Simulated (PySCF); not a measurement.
GeH4, SMILES [GeH4] (connectivity only; charge and spin as stated), charge +1, multiplicity 2.

Geometry: B3LYP-D3(BJ)/def2-TZVPD. The geometry has at least one imaginary mode, so it is a saddle point at that level. The spin state was assumed, not searched. The isomer is the one that the SMILES or the coordinates give; other isomers of the formula were not compared.

Method: B3LYP-D3(BJ)/def2-TZVPD (PySCF 2.14.0).

Frequencies are harmonic and unscaled.

Modes within 1.5 cm⁻¹ of each other (mostly degenerate sets) share a row, with their intensities summed.

| mode | ν (cm⁻¹) | IR (km/mol) | moving atoms (share of kinetic energy) |
|---|---|---|---|
| 1–2 | 461i | 390.4 | H 96 % |
| 3 | 649 | 1.8 | H 95 % |
| 4 | 752 | 0.0 | H 100 % |
| 5 | 880 | 0.0 | H 100 % |
| 6 | 1817 | 32.2 | H 100 % |
| 7–8 | 1873 | 530.1 | H 99 % |
| 9 | 1968 | 0.0 | H 100 % |
